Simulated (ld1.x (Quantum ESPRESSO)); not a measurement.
**An all-electron radial function and its pseudo partner (Sn)**

Columns: radius, all-electron u(r) and pseudo u(r) of the 5p shell (level -18.13 eV) of tin in the configuration [Kr] 4d10 5s2 5p0; LDA (PZ), scalar-relativistic, TM scheme, ld1.x (Quantum ESPRESSO) 7.5.

```
r (bohr)  all-electron   pseudo
   0.093        0.1003  -0.0055
   0.185       -0.1504  -0.0209
   0.278       -0.1918  -0.0447
   0.370       -0.0483  -0.0735
   0.463        0.1327  -0.1045
   0.555        0.2636  -0.1340
   0.648        0.3229  -0.1605
   0.740        0.3160  -0.1826
   0.833        0.2602  -0.2017
   0.925        0.1746  -0.2192
   1.018        0.0720  -0.2380
   1.110       -0.0349  -0.2605
   1.203       -0.1412  -0.2896
   1.295       -0.2400  -0.3267
   1.388       -0.3310  -0.3731
   1.480       -0.4107  -0.4266
   1.573       -0.4805  -0.4843
   1.665       -0.5388  -0.5392
   1.758       -0.5875  -0.5875
   1.850       -0.6259  -0.6259
   1.943       -0.6557  -0.6557
   2.035       -0.6771  -0.6771
   2.128       -0.6913  -0.6913
   2.220       -0.6989  -0.6989
   2.313       -0.7008  -0.7008
   2.405       -0.6976  -0.6976
```

(1) How many radial nodes do the two functions have?

(2) At about which radius was the pseudo-wave matched?

(3) Is the pseudo-wave norm-conserving?

Results:

(1) The all-electron 5p function has n − l − 1 = 3; the pseudo-wave has 0, since the states of the same l below it are removed with the core.

(2) 1.80 bohr. The columns agree to 0.0005 from 1.67 bohr on; several derivatives are matched, so the curves merge somewhat inside the radius.

(3) Yes: the TM scheme keeps the norm inside the radius equal to the all-electron one, which fixes the energy derivative of the logarithmic derivative at the level.
